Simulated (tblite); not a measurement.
C5H10O3.
Numbering: `[CH3:1][CH2:2][CH:3]1[O:4][CH2:5][O:6][CH2:7][O:8]1` (hydrogens: H9, H10, H11 on C1; H12, H13 on C2; H14 on C3; H15, H16 on C5; H17, H18 on C7)

Cartesian coordinates in Å at the GFN2-xTB level; atoms count from 1:
```xyz
18
C5H10O3 angstrom
C      2.535    0.220   -0.439
C      1.380   -0.749   -0.650
C      0.106   -0.260    0.023
O     -0.339    0.912   -0.618
C     -1.560    1.330   -0.089
O     -2.541    0.336   -0.175
C     -2.091   -0.829    0.455
O     -0.871   -1.272   -0.060
H      2.783    0.302    0.617
H      3.414   -0.127   -0.975
H      2.263    1.204   -0.810
H      1.611   -1.732   -0.241
H      1.165   -0.857   -1.713
H      0.281   -0.027    1.098
H     -1.902    2.180   -0.681
H     -1.424    1.623    0.975
H     -1.988   -0.641    1.546
H     -2.829   -1.610    0.266
```

Computed values, GFN2-xTB/tblite, gas phase, harmonic and unscaled. The method is semi-empirical: single wavenumbers can be off by several per cent or more. One conformer, not necessarily the lowest.

Harmonic wavenumbers (cm⁻¹): 70.9, 133.3, 183.3, 243.1, 279.3, 360.6, 377.5, 473.7, 524.6, 548.7, 755.6, 797.7, 905.2, 947.8, 961.2, 994.3, 1006.0, 1039.4, 1073.7, 1084.3, 1100.4, 1120.5, 1136.5, 1178.0, 1220.0, 1235.4, 1272.9, 1295.6, 1324.8, 1341.0, 1343.3, 1356.4, 1405.5, 1440.2, 1442.9, 1463.3, 1493.6, 1500.3, 2711.1, 2744.3, 2751.2, 3002.3, 3004.9, 3007.3, 3013.9, 3036.8, 3048.7, 3057.9.

A = 4568, B = 1470, C = 1190 MHz; mass 118.063 u (most abundant isotopes); point group C1, symmetry number 1.

**Question.** What is the zero-point energy?

**Answer.** Half the sum of the wavenumbers: 32905 cm⁻¹ = 393.63 kJ/mol.

**Question.** What is S at 350 K and 1 bar for an ideal gas of classical rigid rotors and harmonic oscillators?

**Answer.** Translation 171.69, rotation 119.52, vibration 94.28: S = 385.5 J/(mol K).

**Question.** And Cp and H(350 K) − H(0)?

**Answer.** Cp = 151.32 J/(mol K), of which vibrations give 118.06 (their classical limit is 48 R = 399.1); H(350 K) − H(0) = 30.35 kJ/mol without the zero-point energy, 18.71 from vibrations.

**Question.** Which modes carry the vibrational entropy at 350 K?

**Answer.** 70.9 cm⁻¹: 18.59; 133.3 cm⁻¹: 13.42; 183.3 cm⁻¹: 10.86; 243.1 cm⁻¹: 8.66; 279.3 cm⁻¹: 7.61; 360.6 cm⁻¹: 5.76 J/(mol K); the other 42 give 29.37 together.

**Question.** What must be added to the electronic energy to get the Gibbs energy at 350 K and 1 bar?

**Answer.** ZPE + [H(350 K) − H(0)] − T·S = 393.63 + 30.35 − 134.92 = 289.06 kJ/mol.

Hindered rotation and anharmonicity are outside this model. Other conformers, if any are populated, would add a mixing term that is left out. The structure is chiral; the term R ln 2 for an equal mix with its mirror image is left out.
